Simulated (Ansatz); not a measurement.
`NB[SiH2]Cl` + H–F → `NBF` + `[SiH3]Cl`  (cleavage of the B–Si bond)

Program: Ansatz. Geometries: PBE0-D4/def2-TZVP. ΔE: electronic, gas phase. CCSD(T)/CBS is the MP2 limit (def2-TZVPP, def2-QZVPP) plus CCSD(T) − MP2 in def2-TZVPP, frozen cores. This one scheme is used for every species. DFT in def2-TZVPP. One conformer a species, not always the lowest.

```tsv
level	ΔE (eV)
PBE-QIDH	-1.55
CAM-B3LYP	-1.72
RPA@PBE/def2-TZVPP	-1.54
HF/def2-TZVPP	-1.89
```

Q: What does CCSD(T)/CBS give? (An estimate is asked.)

A: The calculation gave: -1.50 eV. The listed levels differ from it by -0.05, -0.22, -0.04, -0.39 eV.

Largest T1 diagnostic among the species: 0.012.

From PBE to PBE0 (25 % exact exchange), in def2-TZVPP and without D4, ΔE moves by −0.04 eV. The D4 term adds +0.08 eV with B3LYP and +0.05 eV with PBE0; it sums over pairs of atoms, weighted by their polarisabilities, and B3LYP, whose exchange is more repulsive, gets the larger term.

B3LYP here is the variant with VWN-RPA as its local correlation; programs differ in this.
